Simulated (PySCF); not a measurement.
Mo(O)2(OH) (HMoO3), SMILES [Mo+]([OH])(=[O])=[O], charge +1, multiplicity 1. Heavy atoms are numbered as in [Mo+:1](=[O:2])(=[O:3])[OH:4]. Hydrogens are named by the atom that carries them.

The structure is a stationary point at B3LYP-D3(BJ)/def2-SVP. The spin state was assumed, not searched. The isomer is the one that the SMILES or the coordinates give; other isomers of the formula were not compared. The def2 effective core potentials stand for the cores of Mo; spin–orbit coupling is left out. One conformer was computed; it need not be the lowest.

Level of theory: PySCF with ωB97X/def2-TZVPD.

Mulliken values depend strongly on the basis, most of all with diffuse functions as here. ESP charges are fitted to the potential on shells at 1.4 to 2.0 van der Waals radii. Atomic charges (e), one atom of each kind:

```
atom     ESP fit  Mulliken
-------  -------  --------
Mo1         2.18      2.44
O2         -0.45     -0.53
O4 (OH)    -0.83     -0.73
H on O4     0.55      0.35
```
